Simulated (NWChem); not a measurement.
Molecule: C₂H₉NSi; SMILES NC[SiH2]C

```xyz
13

C      0.9825     1.5882     0.1329
Si    -0.6352     0.6705    -0.1603
C     -0.4938    -1.1423     0.3768
N      0.6392    -1.7798    -0.2759
H      1.2644     1.5718     1.1976
H      0.8984     2.6411    -0.1774
H      1.7997     1.1345    -0.4499
H     -1.7349     1.3195     0.6264
H     -0.9957     0.7394    -1.6104
H     -0.5050    -1.2045     1.4878
H     -1.4251    -1.6337     0.0444
H      1.5155    -1.3954     0.0710
H      0.6682    -2.7772    -0.0728
```
Atoms are numbered in this order, from 1.

Results from NWChem. Medium grid unless said otherwise, to which SCAN and Minnesota functionals are sensitive. Geometry: optimised at PBE0/def2-SVP. B3LYP is NWChem's, with the RPA form of VWN correlation. Total energies of different functionals are on different scales.

| level | energy (Ha) | highest occupied level (eV) | orbital gap (eV) | dipole (D) |
|---|---|---|---|---|
| PBE/def2-TZVP | -425.5917 | -5.38 | 5.27 | 1.75 |
| B3LYP/def2-TZVP | -425.9636 | ___ | ___ | 1.72 |
| TPSSh/def2-TZVP | -425.9638 | -6.06 | 6.51 | 1.71 |
| LDA (Slater exchange, VWN5)/def2-TZVP | -423.5384 | -5.48 | 5.20 | 1.79 |
| M06-2X/def2-TZVP | -425.8384 | -8.26 | 9.59 | 1.65 |
| PBE0/def2-TZVP | -425.6435 | -6.84 | 7.55 | 1.75 |

Task: Complete the blanks.

Result: 
- B3LYP/def2-TZVP, highest occupied level (eV): -6.62
- B3LYP/def2-TZVP, orbital gap (eV): 7.01
